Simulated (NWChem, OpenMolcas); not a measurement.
**SnH2ClO2 (SMILES [OH][Sn]([OH])[Cl]): methods side by side**

The species is SnH2ClO2 (6 atoms), meant as a doublet with charge 0. As SMILES, `[OH][Sn]([OH])[Cl]`. Geometry: relaxed at PBE0-D4/def2-TZVP. This is one conformer, not always the lowest.

```xyz
6

O    -0.4474    1.4005   -0.1583
Sn    0.3718   -0.3182   -0.6597
O     1.2565   -0.8479    1.0077
Cl   -1.3282   -1.8771   -1.1066
H    -1.1827    1.6664   -0.7185
H     1.3721   -0.0878    1.5892
```

Each level gives the dipole moment (D). The values are calculated.

```json
{"level": "UHF/def2-SVP (core potential)", "kind": "Hartree–Fock", "program": "NWChem", "value (D)": "3.06", "CPU time": "25 s"}
{"level": "USVWN5/def2-SVP (core potential)", "kind": "LDA", "program": "OpenMolcas", "value (D)": "2.31", "CPU time": "28 s"}
{"level": "U-revPBE/def2-SVP (core potential)", "kind": "GGA", "program": "OpenMolcas", "value (D)": "2.36", "CPU time": "40 s"}
{"level": "UPBE/def2-SVP (core potential)", "kind": "GGA", "program": "OpenMolcas", "value (D)": "2.33", "CPU time": "44 s"}
{"level": "UTPSS/def2-SVP (core potential)", "kind": "meta-GGA", "program": "OpenMolcas", "value (D)": "2.44", "CPU time": "57 s"}
{"level": "UB3LYP/def2-SVP (core potential)", "kind": "global hybrid", "program": "OpenMolcas", "value (D)": "2.44", "CPU time": "36 s"}
{"level": "UBHLYP/def2-SVP (core potential)", "kind": "global hybrid", "program": "OpenMolcas", "value (D)": "2.69", "CPU time": "32 s"}
{"level": "UPBE0/def2-SVP (core potential)", "kind": "global hybrid", "program": "OpenMolcas", "value (D)": "2.55", "CPU time": "35 s"}
```

The values span 2.31 to 3.06 D. Magnitudes only. CPU times are rough (shared hosts, several kinds of processor and program).
